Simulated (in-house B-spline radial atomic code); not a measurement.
A calculation on Al+ (an excited or competing configuration): its settings, and results tabulated from the run. Method: scalar-relativistic (X2C) M06-2X, spin-polarised, spherical fractional occupations, Fermi nucleus of rms radius 3.061 fm. Calculated with a radial B-spline atomic code at the basis-set limit.

Command:
```bash
python run_scf.py task.json out
```
Settings (nuclear radius in fm, mass in u):
```
Z                13
configuration    [Ne] 3s1 4s1
hamiltonian      x2c
method           m062x
spin_polarised   True
nucleus          fermi
rms_radius       3.061
atomic_mass      26.98154
speed_of_light   137.035999084
```

Output (hartree, bohr):
```
 radial grid: 83 intervals, B-splines of order 8, outer radius 60 bohr

 iter        energy (Eh)    residual
    1        -242.168135    4.19e-02
    2        -242.175659    4.70e-02
    3        -242.177805    1.70e-02
    4        -242.178348    7.60e-03
    5        -242.178375    5.29e-03
    6        -242.178403    4.53e-03
    7        -242.178419    1.33e-04
    8        -242.178419    1.87e-04
    9        -242.178419    3.25e-05
   10        -242.178419    1.23e-05
   11        -242.178419    3.15e-06
   12        -242.178419    8.31e-07
   13        -242.178419    1.40e-07

 total energy                      -242.17842
 kinetic                             242.7382
 electron-nucleus                   -573.3792
 Hartree                             106.7431
 exact exchange                       -9.6234
 exchange-correlation                 -8.6573

 orbital      occ     eigenvalue          <r>       <r^2>       <1/r>     <1/r^3>       <r^4>       r_max
 1s up      1.000       -57.5476     0.119962   0.0193945     12.6857           - 0.000977118     0.07804
 1s down    1.000       -57.5370     0.119979   0.0194005     12.6842           - 0.000977784     0.07805
 2s up      1.000        -4.9616     0.621441    0.461747     2.35594           -    0.394875      0.4935
 2s down    1.000        -4.9447     0.624738    0.467385     2.34509           -    0.406992      0.4945
 2p up      3.000        -3.4381     0.598514    0.453512     2.21912     35.9659    0.462914      0.4277
 2p down    3.000        -3.4334     0.600506    0.456892     2.21423      35.825    0.468548      0.4281
 3s up      1.000        -0.7841      2.20049     5.51612    0.605248           -      47.139       1.925
 4s up      1.000        -0.2638      5.41703     32.4056    0.231736           -     1459.94       4.908
```

Run time, properties included: 0.22 s on 1 thread of x86-64 server CPU (shared host).

States collapsed into the nucleus by a negative tau potential were left out of the aufbau.
